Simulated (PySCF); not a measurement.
# `CC/C=C(\F)C(F)(F)F`: 4 charge schemes on one density

Compound: C₅H₆F₄.
Numbering: `[CH3:1][CH2:2]/[CH:3]=[C:4](\[F:5])[C:6]([F:7])([F:8])[F:9]` (hydrogens: H10, H11, H12 on C1; H13, H14 on C2; H15 on C3)

Structure used (GFN2-xTB), in Å, numbered top down from 1:
```
atom  x, y, z in Å
C1    -2.317    0.187    0.194
C2    -1.208   -0.726   -0.330
C3     0.106   -0.345    0.262
C4     1.161    0.048   -0.434
F5     1.164    0.119   -1.780
C6     2.487    0.467    0.154
F7     2.792    1.741   -0.128
F8     3.506   -0.280   -0.291
F9     2.482    0.359    1.491
H10   -3.274   -0.117   -0.220
H11   -2.376    0.137    1.278
H12   -2.127    1.217   -0.096
H13   -1.158   -0.671   -1.418
H14   -1.431   -1.757   -0.044
H15    0.188   -0.369    1.339
```

Density: PBE0/pcSseg-1 (PySCF); schemes: Mulliken, IAO, Hirshfeld and ESP-fitted. The structure is a single GFN2-xTB conformer in the gas phase; no vibrational or solvent corrections.

Question: Atoms with like bonding are taken together and averaged. Which atoms carry the highest charge in the Mulliken, IAO, Hirshfeld and ESP-fitted schemes?

Answer: All schemes agree: Mulliken C6 (+0.844); IAO C6 (+0.793); Hirshfeld C6 (+0.249); ESP-fitted C6 (+0.451).

Question: For which atoms does the sign change between the 4 schemes (beyond +0.03 e in one, beyond −0.03 e in another)?

Answer: C2. Atomic charges aren't observables, and each scheme defines them in its own way.

Question: What partial charge does each atom carry?

Answer: In e; atoms taken as equivalent share a row and are averaged (×n: the atom named and its like, n in all):

| atom | environment | Mulliken | IAO | Hirshfeld | ESP-fitted |
| --- | --- | --- | --- | --- | --- |
| C1 | methyl carbon | -0.283 | -0.414 | -0.111 | -0.313 |
| C2 | allylic carbon | -0.198 | -0.258 | -0.062 | +0.349 |
| C3 | alkene CH carbon | -0.247 | -0.162 | -0.048 | -0.327 |
| C4 | vinylic C–F carbon | +0.169 | +0.211 | +0.044 | +0.050 |
| F5 | vinyl fluorine | -0.269 | -0.261 | -0.073 | -0.111 |
| C6 | CF3 carbon | +0.844 | +0.793 | +0.249 | +0.451 |
| F7/F8/F9 | fluorine of a CF3 group | -0.263 | -0.275 | -0.092 | -0.158 |
| H10/H11/H12 | methyl hydrogen | +0.121 | +0.145 | +0.044 | +0.080 |
| H13/H14 | methylene hydrogen | +0.140 | +0.153 | +0.046 | -0.022 |
| H15 | vinylic hydrogen | +0.133 | +0.175 | +0.052 | +0.178 |

Mean size of the charges over all atoms: IAO 0.256 e, Mulliken 0.238 e, ESP-fitted 0.169 e, Hirshfeld 0.076 e. Each set sums to the total charge, 0, to within 0.001 e. The ESP scheme fits charges at the nuclei, held to the total charge, to the electrostatic potential on points at 1.4 to 2.0 times the van der Waals radii.

Some averages cover members that differ in this geometry: H10/H11/H12, ESP-fitted +0.068 to +0.093 e.

Question: How closely do the schemes follow one another over all atoms?

Answer: Correlation coefficient and root-mean-square difference: IAO with Hirshfeld 0.99, 0.212 e; Mulliken with Hirshfeld 0.99, 0.204 e; Mulliken with IAO 0.99, 0.049 e; Mulliken with ESP-fitted 0.74, 0.199 e; Hirshfeld with ESP-fitted 0.73, 0.158 e; IAO with ESP-fitted 0.71, 0.214 e.

Question: Sum the charges by element.

Answer: 
```tsv
element	atoms	Mulliken	IAO	Hirshfeld	ESP-fitted
C	5	+0.285	+0.171	+0.073	+0.211
F	4	-1.059	-1.087	-0.350	-0.585
H	6	+0.774	+0.916	+0.277	+0.374
```

Question: How many electrons does the ESP-fitted scheme count on C1?

Answer: Z − q = 6 − (-0.313) = 6.313.
